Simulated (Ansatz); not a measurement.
The cluster As6⁺, relaxed as a doublet with UKS PBE-D4/def2-SVP in Ansatz, starting from the GFN2-xTB geometry. Force threshold 0.02 eV/Å.

Another isomer (doublet) lies 0.84 eV lower at PBE0-D4/def2-SVP; other spin states weren't run for this one.

Start:

```csv
atom,x (Å),y (Å),z (Å)
As1,1.511,-1.101,2.046
As2,-2.308,0.776,-1.927
As3,0.200,0.701,1.235
As4,-0.077,0.169,-1.421
As5,2.538,0.841,1.579
As6,-1.864,-1.386,-1.513
```

```tsv
step	energy (eV)	largest force component (eV/Å)	SCF passes
1	-364944.7558	1.329	23
2	-364944.8988	0.042	24
3	-364944.8995	0.023	24
4	-364944.9000	0.006	24
```

Force components are those of the run's own axes.

End:

```csv
atom,x (Å),y (Å),z (Å)
As1,1.506,-1.133,2.052
As2,-2.333,0.800,-1.940
As3,0.177,0.703,1.181
As4,-0.050,0.187,-1.371
As5,2.569,0.861,1.583
As6,-1.868,-1.418,-1.505
```

By distances, no bond broke or formed. The bond that changes most is As3–As4, from 2.72 to 2.61 Å (atoms count from 1).

No frequencies were taken in this run, so the end may be a saddle point.

Run time 18 s (4 threads of Arm Neoverse V2 on a shared host).
